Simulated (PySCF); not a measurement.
Compound: C7H9ClNP.
Bonds: C1–C2, C2–C3, C2–C4, C4–C5 (aromatic), C5–N6 (aromatic), N6–C7 (aromatic), C7–Cl8, C7–C9 (aromatic), C9–P10 (aromatic), C4–P10 (aromatic). Hydrogens: H11, H12, H13 on C1; H14 on C2; H15, H16, H17 on C3; H18 on C5; H19 on C9.

All values: PBE0/pcSseg-1 (PySCF, non-relativistic), on one gas-phase PBE0-D3(BJ)/def2-SVP geometry that isn't relaxed in the solvent. The solvent is an IEF-PCM continuum (cavity from Bondi-type radii × 1.2). The model holds no explicit solvent molecules, cavitation or dispersion.

Gas phase at PBE0/pcSseg-1: HOMO -7.59 eV, LUMO -2.25 eV, dipole 3.06 D.

Problem. What does the continuum do to the energy, the frontier levels and the dipole at PBE0/pcSseg-1 in chloroform and methanol?

Solution. 
```tsv
solvent	ε	E(solvent) − E(gas) (kJ/mol)	polarisation term (kJ/mol)	distortion of the solute (kJ/mol)	HOMO (eV)	LUMO (eV)	dipole (D)
chloroform	4.711	-13.91	-15.70	1.79	-7.56	-2.18	3.82
methanol	32.61	-19.37	-22.92	3.55	-7.55	-2.17	4.11
```

The polarisation term is half the interaction of the solute with the surface charges that it induces; the rest is the cost of distorting the solute's density. The sum is the electrostatic part of solvation alone. From chloroform to methanol the lowering changes by a factor 1.39, Onsager's factor (ε − 1)/(2ε + 1) by 1.34 and ε itself by 6.9.

Problem. Which radius a makes the point-dipole formula ΔE = −[(ε − 1)/(2ε + 1)]·μ²/a³ give the value in methanol, with the gas-phase dipole?

Solution. μ = 1.203 au and |ΔE| = 0.00738 Eh give a = 2.40 Å; the farthest nucleus lies 4.77 Å from the centroid of the nuclei, so such a sphere wouldn't even hold the nuclei. The formula assumes a rigid point dipole at the centre of a sphere.

Problem. Which Hirshfeld charges (PBE0/pcSseg-1) respond most in chloroform (means over atoms taken as equivalent)?

Solution. 
```
   atoms                          environment  gas (e)  solvent (e)  change
      N6               pyridine-type nitrogen   -0.160       -0.178  -0.018
     Cl8                        aryl chlorine   -0.043       -0.058  -0.015
     H19                    aromatic hydrogen   +0.049       +0.055  +0.006
      C7                 aromatic C–Cl carbon   +0.077       +0.071  -0.006
     H18                    aromatic hydrogen   +0.052       +0.059  +0.007
     P10             phosphorus bonded to 2 C   +0.137       +0.143  +0.006
      C4          substituted aromatic carbon   -0.049       -0.044  +0.005
     H14                     methine hydrogen   +0.034       +0.037  +0.003
      C2                 benzylic-type carbon   -0.022       -0.020  +0.002
      C9                   aromatic CH carbon   -0.123       -0.121  +0.002
H11 (×6)                      methyl hydrogen   +0.041       +0.043  +0.002
      C5  aromatic CH next to a ring nitrogen   +0.029       +0.029   0.000
```

The values belong to the conformer `[CH3:1][CH:2]([CH3:3])[c:4]1[cH:5][n:6][c:7]([Cl:8])[cH:9][p:10]1`: C1–C2–C4–C5 61°.
